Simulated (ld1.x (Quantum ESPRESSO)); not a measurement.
Cu (Z = 29), TM: configuration errors across variants

ld1.x (Quantum ESPRESSO) 7.5 input, shortened:

```
&input
   title='Cu', zed=29., rel=1, dft='PBE', iswitch=3,
   config='[Ar] 3d10 4s1 4p0'
 /
 &inputp
   pseudotype=2, tm=.true., lloc=-1, rcloc=1.65,
   nlcc=.true., rcore=1.15
 /
3
4S  1  0   1.00   0.00  1.75  1.75  0.0
4P  2  1   0.00   0.00  2.60  2.60  0.0
3D  3  2  10.00   0.00  1.30  1.30  0.0
 &test
   configts(1)='3d10 4s1 4p0'
 /
```

All-electron excitation energies from the reference (eV): (1) 3d10 4s0 4p0 8.148; (2) 3d8 4s0 4p0 68.500; (3) 3d9 4s1 4p0 11.578; (4) 3d10 4s0.5 4p0 3.162; (5) 3d7 4s0 4p0 128.209; (6) 3d10 4s0 4p1 4.137.

4 further variants failed, have other tests or another functional or relativity, and are left out.

Errors AE − PS in meV (a dash: test not solved or not reliable):

```tsv
change	(1)	(2)	(3)	(4)	(5)	(6)	bound ghosts
base	-15	-566	-56	-3.1	-1881	-4.3	none
core correction a·sin(br)/r model core inside 0.50 bohr	-16	-582	-58	-3.3	-1962	-4.6	none
wave 4s (bound): rc 1.75 bohr becomes 4s (bound): rc 2.50 bohr	-13	-630	-23	-2.5	-1998	-3.9	none
local potential all-electron potential smoothed inside 1.64 bohr (lloc = -1)	-15	-550	-47	-3.1	-1838	-4.3	none
wave 3d (bound): rc 1.30 bohr becomes 3d (bound): rc 1.66 bohr	-8.7	-478	-42	-1.8	-1280	-2.0	none
all radii but the core radius scaled by about 0.89 (s 1.56, p 2.32, d 1.16 bohr); local potential all-electron potential smoothed inside 1.46 bohr (lloc = -1)	-12	-527	+357	-2.3	-1825	-2.8	none
wave 4p (bound): rc 2.60 bohr becomes 4p (bound): rc 2.12 bohr	-15	-566	-56	-3.1	-1881	-4.4	none
local potential all-electron potential smoothed inside 1.25 bohr (lloc = -2)	-15	-486	-37	-3.0	-1667	-4.3	none
```

Task: Give the same row for: wave 3d (bound): rc 1.30 bohr becomes 3d (bound): rc 1.80 bohr.

Result: -6.1, -414, -31, -1.3, -921, -1.3; bound ghosts: none.
